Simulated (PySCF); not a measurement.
Ge+: ionisation energy

Ge+ [Ar] 3d10 4s2 4p1 (2P) → Ge(2+) [Ar] 3d10 4s2 (1S), as a difference of total energies. Calculation: PySCF 2.14, in x2c-SVPall; scalar relativity by spin-free X2C-1e. Correlated levels: valence: [Ar] 3d10 frozen. The calculations carry no spin-orbit coupling.

```tsv
method	ionisation energy (eV)	error (eV)
UHF	15.235	-0.554
PBE	15.822	+0.033
B3LYP	15.884	+0.095
MP2 (valence)	15.390	-0.399
SCS-MP2 (valence)	15.371	-0.418
CCSD (valence)	15.466	-0.323
CCSD(T) (valence)	15.480	-0.309
```

Reference: 15.789 eV (measured; NIST levels, between the centres of gravity of the two terms).

Errors of the correlated levels include the incompleteness of this basis and the frozen core.
